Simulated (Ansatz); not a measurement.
This geometry of C2H4AlFO (9 atoms, charge 0, multiplicity 1) is a first-order saddle point.

Theory: RKS PBE/6-31G* in Ansatz.

```xyz
9
Properties=species:S:1:pos:R:3
C -1.543 -0.318 1.169
C -0.904 0.013 0.036
O 0.445 0.040 -0.090
Al 1.905 0.201 -0.945
F 2.793 1.589 -0.721
H -1.000 -0.590 2.078
H -2.634 -0.317 1.192
H -1.453 0.290 -0.876
H 2.479 -0.954 -1.860
```

(1) Which two structures does it join? (They come from a converged band through this point; their orientation in space is the band's.)

(2) How far does it lie above each of them?

Answers

(1) No bond is made or broken. The dihedral C2–O3–Al4–F5 goes from -180 to 0°.

Image 0:

```xyz
9
Properties=species:S:1:pos:R:3
C -1.588 -0.374 1.101
C -0.701 -0.293 0.098
O 0.520 0.305 0.237
Al 1.809 0.524 -0.888
F 3.148 1.317 -0.308
H -1.372 0.039 2.089
H -2.551 -0.863 0.936
H -0.921 -0.710 -0.897
H 1.745 0.009 -2.386
```

Image 6:

```xyz
9
Properties=species:S:1:pos:R:3
C -1.589 -0.351 1.105
C -0.735 -0.210 0.080
O 0.568 0.171 0.251
Al 1.876 0.443 -0.835
F 1.642 0.233 -2.471
H -1.279 -0.164 2.136
H -2.619 -0.658 0.915
H -1.043 -0.397 -0.960
H 3.268 0.887 -0.239
```

(2) 0.068 eV above the first and 0.113 eV above the second. This is the barrier of this one path; another mechanism may lie lower.

Time of the run: 2.7 min on 1 thread of Intel(R) Xeon(R) Platinum 8488C (Sapphire Rapids) (shared host), peak memory 0.14 GiB.
